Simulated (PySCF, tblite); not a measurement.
Problem. Give a GFN2-xTB geometry of InChI=1S/CH6O2Si/c1-4(2)3/h2-4H,1H3.

Solution. 
```xyz
10
CH6O2Si angstrom
C     -1.1137   -0.7741   -0.2163
Si     0.4192    0.3352   -0.2322
O     -0.0483    1.8190    0.2222
O      1.5467   -0.1211    0.8638
H     -1.8983   -0.3582   -0.8384
H     -0.8909   -1.7680   -0.5940
H     -1.5152   -0.8831    0.7875
H      1.0447    0.3800   -1.5557
H      0.5659    2.3800    0.6883
H      1.8986   -1.0050    0.8523
```

Orientation and origin are arbitrary. Atoms count from 1 in this order. O3 (silanol oxygen) is bent (angle 119.3°). Si2 (oxygen-bound silicon) is distorted tetrahedral (angles from 105.4° to 112.9°).

Bonds between heavy atoms (Å): C1–Si2 1.892, Si2–O3 1.621, Si2–O4 1.637.

Structure optimised with GFN2-xTB, isolated species.

Its GFN2-xTB frequencies are all real (lowest 96 cm⁻¹). The numbers are those of one conformer (C1–Si2–O3–H 149°, C1–Si2–O4–H 56°).

All values are computed, not measured.
